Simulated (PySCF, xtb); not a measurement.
Cd(OH)(SMe) (CH4CdOS), SMILES C[S][Cd][OH].

xtb 6.7.1 with GFN2-xTB at its own geometry gives an orbital gap of 2.39 eV and a dipole moment of 5.37 D.

Geometry optimised at PBE-D3(BJ)/def2-SVP. The structure was generated by enumeration; whether it is a known compound was not checked. The def2 effective core potentials stand for the cores of Cd; spin–orbit coupling is left out. The values are those of a single conformer.

Q: What does PBE/def2-TZVPD run with PySCF give? (Estimate from the structure and the level; the computed values follow.)

A: gap 3.31 eV (levels -5.65 and -2.34 eV), dipole 1.96 D.
